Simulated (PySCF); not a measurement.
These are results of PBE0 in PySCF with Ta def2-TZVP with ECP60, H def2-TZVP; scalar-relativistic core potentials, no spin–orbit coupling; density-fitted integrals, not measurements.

Each entry is the lowest minimum that a search over a few typed start shapes (and spin states, where more than one is plausible) found, or that minimum re-optimised at the stated level; isomers with ligand–ligand bonds, or fragments after loss of a ligand pair, can lie lower. Open shells are unrestricted.

TaH₄ is a doublet of D2d symmetry with Ta–H 1.771 Å (×4); H–Ta–H 106.3° (×2), H–Ta–H 111.1° (×4). Its wavenumbers are 488, 499, 535 (×2), 712, 1851 (×2), 1861, 1908 cm⁻¹.

What changes when one electron is removed, giving TaH₄⁺?

It costs 7.83 eV between the minima (7.91 eV with zero-point energy). TaH₄⁺ is a singlet of Td symmetry with Ta–H 1.731 Å (×4); H–Ta–H 109.5° (×6); wavenumbers 627 (×3), 785 (×2), 2010 (×3), 2021 cm⁻¹.

With an element this heavy the missing spin–orbit coupling can shift these numbers.
